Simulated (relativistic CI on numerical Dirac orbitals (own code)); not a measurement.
# Cu³⁺: L2,3 absorption edge

Computed with this model: Dirac-Coulomb-Breit CI, orbitals from a KLI potential per configuration, QED by a radiative potential, valence Slater integrals scaled by 0.9, multiplet model of core-to-valence dipole absorption; configurations [Ar] 3d8 → [He] 2s2 2p5 3s2 3p6 3d9; 10 K; Lorentzian 0.6 eV and Gaussian 0.3 eV FWHM. Energies are those of the free ion, without screening or charge transfer. The branching ratio is the share of the lower-energy edge in the whole absorption, uncertain by about 0.02 where the edges overlap. S is read from ⟨S²⟩ = S(S + 1).

Field parameters in Wybourne normalisation: Td as Oh with Dq negative (B⁴₀ = 21Dq, B⁴₄ = √(5/14) B⁴₀). The field is a parameter set, without covalency.

Computed curve for free ion, scaled to 100 at the maximum (points under 2 are left out and the grid is thinned):

(Energy (eV), Intensity): (931.0, 2.0), (931.2, 2.4), (931.4, 2.8), (931.7, 3.7), (931.9, 4.6), (932.1, 5.9), (932.3, 7.9), (932.6, 13.6), (932.8, 21.9), (933.0, 38.0), (933.2, 60.0), (933.5, 62.0), (933.7, 50.2), (933.9, 54.2), (934.1, 78.0), (934.3, 100.0), (934.6, 66.9), (934.8, 37.9), (935.0, 22.3), (935.2, 14.7), (935.5, 9.5), (935.7, 7.9), (935.9, 7.4), (936.1, 8.1), (936.4, 13.0), (936.6, 19.9), (936.8, 23.3), (937.0, 17.9), (937.2, 10.6), (937.5, 5.2), (937.7, 3.6), (937.9, 2.7), (938.1, 2.2), (955.1, 3.4), (955.3, 6.3), (955.5, 10.4), (955.7, 11.9), (956.0, 6.4), (956.2, 3.5), (956.4, 2.1)

The ground state has S = 1.00, and the centroid lies at 935.68 eV.
